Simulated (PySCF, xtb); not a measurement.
B(All)(F)(H) (C₃H₆BF), SMILES C=CCBF. Other conformers were not sampled.

Harmonic wavenumbers (cm⁻¹) from GFN2-xTB (xtb) at its own minimum, in rising order: 44, 87, 218, 368, 431, 545, 619, 839, 890, 916, 982, 1019, 1048, 1062, 1164, 1208, 1287, 1314, 1412, 1437, 1719, 2617, 2910, 2978, 3058, 3098, 3126.

What does PBE0-D3(BJ)/def2-SVP in PySCF give at its own minimum? (The exact figures need the calculation; the answer reports its results.)

48, 109, 223, 381, 444, 578, 638, 923, 934, 966, 985, 1032, 1089, 1117, 1199, 1200, 1312, 1385, 1406, 1437, 1742, 2616, 2995, 3114, 3155, 3167, 3262. Paired by order, the mean absolute difference is 40 cm⁻¹ and the zero-point energies are 52.0 and 53.5 kcal/mol.
